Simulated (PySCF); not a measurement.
HOSi, SMILES [Si]=[OH+] (connectivity only; charge and spin as stated), charge +1, multiplicity 1.

Geometry: r2SCAN-D4/def2-TZVPD. The isomer is the one that the SMILES or the coordinates give; other isomers of the formula were not compared.

These are TDDFT-PBE/def2-TZVPD run with PySCF values and carry that method's errors.

Vertical excitations; the highest root listed may be one member of a degenerate set. Gas-phase values at a fixed geometry. State labels are in the subgroup C2v.

| state | symmetry | energy (eV) | λ (nm) | f | main pairs |
|---|---|---|---|---|---|
| S1 | A2 | 6.88 | 180 | 0.000 | HOMO−2→LUMO+1 50 %, HOMO−1→LUMO 50 % |
| S2 | A2 | 7.01 | 177 | 0.000 | HOMO−1→LUMO, HOMO−2→LUMO+1 (degenerate set) |
| S3 | A1 | 7.01 | 177 | 0.000 | HOMO−2→LUMO, HOMO−1→LUMO+1 (degenerate set) |
| S4 | B2 | 7.53 | 165 | 0.227 | HOMO→LUMO+1 (degenerate set) |
| S5 | B1 | 7.53 | 165 | 0.227 | HOMO→LUMO (degenerate set) |
| S6 | A1 | 8.54 | 145 | 0.034 | HOMO−1→LUMO+1 39 %, HOMO−2→LUMO 39 %, HOMO→LUMO+2 19 % |
| S7 | B2 | 10.11 | 123 | 0.076 | HOMO−1→LUMO+2 (degenerate set) |
| S8 | B1 | 10.11 | 123 | 0.076 | HOMO−2→LUMO+2 (degenerate set) |
| S9 | A1 | 10.13 | 122 | 0.681 | HOMO→LUMO+2 69 %, HOMO→LUMO+3 12 % |
| S10 | A1 | 11.52 | 108 | 0.196 | HOMO→LUMO+3 85 % |
| T1 | B1 | 4.70 | 264 | 0 | HOMO→LUMO (degenerate set) |
| T2 | B2 | 4.70 | 264 | 0 | HOMO→LUMO+1 (degenerate set) |
| T3 | A1 | 6.19 | 200 | 0 | HOMO−1→LUMO+1 49 %, HOMO−2→LUMO 49 % |
| T4 | A1 | 6.44 | 192 | 0 | HOMO−2→LUMO 50 %, HOMO−1→LUMO+1 50 % |
Triplets are in the Tamm–Dancoff approximation, which puts them higher than full response would, so one can lie above its singlet here.
